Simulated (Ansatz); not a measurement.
Species: CH₂BN, SMILES `BC#N` (charge 0, multiplicity 1), formula CH2BN.

How many basis functions does frozen-core CCSD(T)/cc-pVTZ // M06-2X/def2-TZVP run with Ansatz (a first-principles code) use, how many core orbitals are frozen, and how many electrons are correlated?

118 basis functions and 3 frozen orbitals, which leaves 14 correlated electrons. Core time is of the order of seconds.
